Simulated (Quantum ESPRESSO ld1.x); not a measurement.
The numbers below are computed, except where a source is named.
Numerical settings for the selenium ion Se+, [Ar] 3d10 4s2 4p3. Code: ld1.x of Quantum ESPRESSO 7.5. Model: non-relativistic Kohn-Sham, PW91, spin-unpolarised, spherical densities, point nucleus. With the defaults (dx = 0.008, xmin = -7.0, rmax = 100, beta = 0.2, tr2 = 1e-14) the mesh has 1893 points, the cycle takes 37 iterations, E = -2401.265902 hartree and the 4p eigenvalue is -0.56916 hartree. The mesh is r = exp(xmin + i dx)/Z up to rmax; beta is the mixing and tr2 the threshold. One setting is changed at a time.

| change | mesh points | iterations | change of E (mhartree) | change of e(4p) (mhartree) |
|---|---|---|---|---|
| dx = 0.04 | 379 | 31 | -21.118 | +0.019 |
| dx = 0.08 | 191 | 26 | -88.900 | +0.056 |
| xmin = -5 | 1643 | 32 | -0.064 | 0.000 |
| xmin = -4 | 1517 | 31 | -0.503 | 0.000 |
| rmax = 30 | 1741 | 37 | 0.000 | 0.000 |
| rmax = 150 | 1943 | 37 | 0.000 | 0.000 |
| beta = 0.05 | 1893 | 93 | +0.001 | 0.000 |
| beta = 1 | 1893 | 11 | +0.001 | 0.000 |
| tr2 = 1e-06 | 1893 | 13 | +1.909 | 0.000 |
| tr2 = 1e-10 | 1893 | 25 | -0.056 | -0.001 |
